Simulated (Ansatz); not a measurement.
FH4N2STa (`[NH2][Ta]([NH2])([F])=[S]`), 9 atoms. Charge 0, multiplicity 1. Correlated methods include outer-core shells of Ta, which these sets cover unevenly. Ta: def2 effective core potential. All runs use 4 threads of a server CPU on a shared host. Correlated methods freeze the cores.

(1) Give the basis size and wall time and peak host memory of each of these runs in Ansatz. RKS PBE0-D4/def2-QZVPP energy; RHF-CCSD(T)/def2-TZVPP energy; RKS ωB97M-V/def2-SVP energy; RKS PBE0-D4/def2-TZVP relaxation (6 steps); RKS CAM-B3LYP-D4/def2-TZVPP energy; RHF-MP2/def2-QZVPP energy; RKS ωB97M-V/def2-TZVPP energy and forces; RKS PBE0-D4/def2-TZVP frequencies; RHF-CCSD(T)/def2-SVP energy; RKS PBE0-D4/def2-SVP energy; RKS ωB97M-V/def2-QZVPP energy; RKS BLYP-D4/def2-TZVPP energy. (Best estimate.)

Results:

(1) Computed: Other jobs shared the machine, so times are rough.

| level | job | functions | wall time | peak host memory (GiB) |
| --- | --- | --- | --- | --- |
| RKS PBE0-D4/def2-SVP | energy | 112 | 1.1 s | 0.26 |
| RKS BLYP-D4/def2-TZVPP | energy | 247 | 2.1 s | 0.33 |
| RKS CAM-B3LYP-D4/def2-TZVPP | energy | 247 | 3.7 s | 0.7 |
| RKS ωB97M-V/def2-SVP | energy | 112 | 5.5 s | 0.39 |
| RKS PBE0-D4/def2-QZVPP | energy | 442 | 7 s | 1.6 |
| RHF-CCSD(T)/def2-SVP | energy | 112 | 11 s | 0.65 |
| RKS ωB97M-V/def2-TZVPP | energy and forces | 247 | 13 s | 0.92 |
| RHF-MP2/def2-QZVPP | energy | 442 | 15 s | 2.3 |
| RKS ωB97M-V/def2-QZVPP | energy | 442 | 18 s | 1.9 |
| RKS PBE0-D4/def2-TZVP | relaxation (6 steps) | 194 | 22 s | 0.51 |
| RKS PBE0-D4/def2-TZVP | frequencies | 194 | 120 s | 0.51 |
| RHF-CCSD(T)/def2-TZVPP | energy | 247 | 4 min | 5.8 |
